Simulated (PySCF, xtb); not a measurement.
hexa-1,2-dien-4-yne (C6H6), SMILES C(#CC=C=C)C.

Harmonic wavenumbers (cm⁻¹) from xtb 6.7.1 with GFN2-xTB at its own minimum, in rising order: 11, 87, 194, 238, 281, 298, 298, 516, 566, 784, 832, 862, 964, 1022, 1027, 1102, 1187, 1326, 1390, 1438, 1457, 1458, 2072, 2379, 2993, 2996, 3004, 3004, 3062, 3065.

Problem. What does PBE0-D3(BJ)/def2-SVP (PySCF 2.14.0) give at its own minimum? (An estimate is asked for; the answer gives what the named calculation found.)

Solution. 2, 93, 190, 251, 315, 400, 405, 557, 638, 811, 874, 880, 980, 1026, 1030, 1079, 1201, 1348, 1391, 1442, 1443, 1472, 2083, 2370, 3048, 3138, 3140, 3142, 3143, 3231. Paired by order, the mean absolute difference is 44 cm⁻¹ and the zero-point energies are 57.1 and 58.8 kcal/mol.
